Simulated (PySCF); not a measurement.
F2OS. Atoms are numbered in the order given.

```xyz
4

O      1.3714     0.3514     0.0000
S      0.1653    -0.4056     0.0000
F     -0.7564     0.2044     1.1656
F     -0.7564     0.2044    -1.1656
```
Charge 0, spin multiplicity 1.

Coordinates come from a B3LYP-D3(BJ)/def2-TZVP optimisation.

Calculation: PySCF 2.14.0 with B3LYP-D3(BJ)/def2-TZVP.

Frequencies are harmonic and unscaled.

```json
[
 {"mode": "1", "ν (cm⁻¹)": "359", "IR (km/mol)": "3.5", "moving atoms (share of kinetic energy)": "F 82 %, S 10 %, O 9 %"},
 {"mode": "2", "ν (cm⁻¹)": "384", "IR (km/mol)": "3.4", "moving atoms (share of kinetic energy)": "O 48 %, F 43 %, S 9 %"},
 {"mode": "3", "ν (cm⁻¹)": "514", "IR (km/mol)": "22.6", "moving atoms (share of kinetic energy)": "F 42 %, O 34 %, S 24 %"},
 {"mode": "4", "ν (cm⁻¹)": "717", "IR (km/mol)": "218.5", "moving atoms (share of kinetic energy)": "F 56 %, S 44 %"},
 {"mode": "5", "ν (cm⁻¹)": "788", "IR (km/mol)": "187.0", "moving atoms (share of kinetic energy)": "F 52 %, S 47 %"},
 {"mode": "6", "ν (cm⁻¹)": "1339", "IR (km/mol)": "162.0", "moving atoms (share of kinetic energy)": "O 65 %, S 35 %"}
]
```
